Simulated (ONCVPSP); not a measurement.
Li (Z = 3), ONCV: configuration errors across variants

```
Element                 : lithium (Li)
Generator               : ONCVPSP 4.0.1
Type                    : optimised norm-conserving Vanderbilt (ONCV)
Functional              : PW91
Relativity              : scalar-relativistic
Frozen core             : [He]
Valence charge          : 1
Reference configuration : 2s0.75 2p0.25
Partial waves           : 2s: rc 2.05 bohr, ncon 3, nbas 7, qcut 2.8 1/bohr, local; 2p: rc 4.00 bohr, ncon 5, nbas 9, qcut 2.5 1/bohr, 1 projector
Local potential         : the s channel
Core correction         : Teter function, fcfact 1.75, rcfact 1.55
```

All-electron excitation energies from the reference (eV): (1) 2s1 2p0 -0.445; (2) 2s0.5 2p0 1.610; (3) 2s0 2p1 1.342.

Errors AE − PS in meV (a dash: test not solved or not reliable):

```json
{"change": "base", "(1)": "-0.4", "(2)": "+3.3", "(3)": "-3.8", "bound ghosts": "none", "GHOST(+) flags above zero": "none"}
{"change": "s: qcut 1.9", "(1)": "-0.4", "(2)": "+3.3", "(3)": "-3.8", "bound ghosts": "none", "GHOST(+) flags above zero": "none"}
{"change": "s: qcut 2.2", "(1)": "-0.4", "(2)": "+3.3", "(3)": "-3.8", "bound ghosts": "none", "GHOST(+) flags above zero": "none"}
{"change": "s: qcut 2.6", "(1)": "-0.4", "(2)": "+3.3", "(3)": "-3.8", "bound ghosts": "none", "GHOST(+) flags above zero": "none"}
{"change": "s: qcut 2.9", "(1)": "-0.4", "(2)": "+3.3", "(3)": "-3.8", "bound ghosts": "none", "GHOST(+) flags above zero": "none"}
{"change": "s: qcut 3.2", "(1)": "-0.4", "(2)": "+3.3", "(3)": "-3.8", "bound ghosts": "none", "GHOST(+) flags above zero": "none"}
{"change": "s: qcut 4", "(1)": "-0.4", "(2)": "+3.3", "(3)": "-3.8", "bound ghosts": "none", "GHOST(+) flags above zero": "none"}
```

(1) Give the same row for: s: qcut 3.8.

Answers

(1) -0.3, +3.3, -3.8; bound ghosts: none; GHOST(+) flags above zero: none.
